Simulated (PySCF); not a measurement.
FH5SSi2, SMILES F[SiH2]S[SiH3]. Heavy atoms are numbered as in [SiH3:1][S:2][SiH2:3][F:4]. Hydrogens are named by the atom that carries them.

Coordinates come from a ωB97X-D3(BJ)/def2-SVP optimisation. This is a generated structure with no PubChem entry under its InChIKey; it may be hypothetical. Other conformers were not sampled.

Level of theory: PBE/pcSseg-1 (PySCF).

GIAO shieldings, no solvent; atoms alike by connectivity are averaged. δ = σ(ref) − σ: ²⁹Si against TMS (σ = 335.4 ppm); ³³S against H2S (σ = 706.5 ppm); ¹⁹F against CFCl3 (σ = 133.6 ppm); ¹H against TMS (σ = 31.49 ppm), references at their B3LYP-D3(BJ)/def2-TZVP geometries, non-relativistic.

Computed chemical shifts:
```
nucleus       atoms  count  δ (ppm)
-------  ----------  -----  -------
²⁹Si     Si3 (SiH2)      1     12.6
²⁹Si     Si1 (SiH3)      1    -52.0
³³S              S2      1    -37.1
¹⁹F              F4      1   -213.1
¹H         H on Si3      2     6.02
¹H         H on Si1      3     5.07
```
